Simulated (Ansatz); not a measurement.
Reaction (ligand exchange at a Ge–C bond): `C#CC[CH2][GeH3]` + `N=C1O[SiH2]1` → `[GeH3]/[N]=C1\O[SiH2]1` + `C#CCC`

Isolated molecules relaxed with PBE0-D4/def2-TZVP in Ansatz; ΔE leaves out vibrations. CCSD(T)/CBS is the MP2 limit (def2-TZVPP, def2-QZVPP) plus CCSD(T) − MP2 in def2-TZVPP, frozen cores. DFT in def2-TZVPP. B3LYP here is the variant with VWN-RPA as its local correlation; programs differ in this. For Ge outer-core shells are correlated without core-valence functions, which leaves a few kJ/mol of doubt a bond. Scalar relativity is left out up to krypton. Each species was taken in one conformer, which may not be the lowest.

`C#CC[CH2][GeH3]`:

Cartesian coordinates in Å:
```
C 0.949 -2.959 -0.683
C 0.834 -1.766 -0.602
C 0.666 -0.327 -0.482
C -0.533 0.054 0.390
Ge -0.769 1.994 0.552
H 1.057 -4.014 -0.760
H 1.585 0.104 -0.070
H 0.554 0.100 -1.485
H -0.415 -0.366 1.391
H -1.448 -0.373 -0.026
H -1.986 2.314 1.435
H -0.982 2.615 -0.841
H 0.487 2.625 1.180
```

`N=C1O[SiH2]1`:

```xyz
7

N     1.461    1.232    0.384
C     0.452    0.524    0.202
O    -0.834    0.766    0.634
Si   -0.804   -0.702   -0.226
H     2.280    0.813   -0.044
H    -1.041   -1.924    0.571
H    -1.515   -0.709   -1.521
```

`[GeH3]/[N]=C1\O[SiH2]1`:

Cartesian coordinates in Å:
```
Ge 0.992 0.202 -1.835
N 0.651 -0.870 -0.345
C -0.095 -0.460 0.554
O -0.811 0.734 0.729
Si -1.074 -0.301 2.056
H -0.319 0.510 -2.577
H 1.928 -0.623 -2.726
H 1.680 1.506 -1.400
H -0.510 0.145 3.349
H -2.442 -0.844 2.195
```

`C#CCC`:

```xyz
10

C    -1.137   -1.374   -1.434
C    -0.299   -0.739   -0.855
C     0.695    0.040   -0.136
C     0.101    0.832    1.026
H    -1.874   -1.940   -1.953
H     1.474   -0.635    0.232
H     1.187    0.720   -0.839
H     0.881    1.400    1.537
H    -0.658    1.531    0.671
H    -0.370    0.165    1.750
```

| level | ΔE (kJ/mol) | difference from CCSD(T)/CBS |
| --- | --- | --- |
| PBE-D4 | -29.3 | 1.4 |
| r2SCAN-D4 | -33.0 | -2.3 |
| PBE0-D4 | -29.7 | 1.0 |
| ωB97X-V | -33.1 | -2.4 |
| ωB97M-V | -31.4 | -0.7 |
| B2PLYP | -37.9 | -7.2 |
| r2SCAN | -33.0 | -2.3 |
| PBE0 | -29.4 | 1.3 |
| B3LYP | -36.2 | -5.5 |
| HF/def2-TZVPP | -42.9 | -12.2 |
| MP2/def2-TZVPP | -36.7 | -6.0 |
| SCS-MP2/def2-TZVPP | -38.4 | -7.7 |
| CCSD(T)/def2-TZVPP | -33.1 | -2.4 |
| HF/def2-QZVPP | -42.8 | -12.1 |
| MP2/CBS(def2) | -34.3 | -3.6 |
| CCSD/CBS(def2) | -30.1 | 0.6 |
| CCSD(T)/CBS | -30.7 | 0 |

Largest T1 diagnostic among the species: 0.017.

In def2-TZVPP, CCSD(T) changes the Hartree–Fock value by +9.8 kJ/mol (the triples alone add −0.6 kJ/mol) and MP2 by +6.2 kJ/mol.
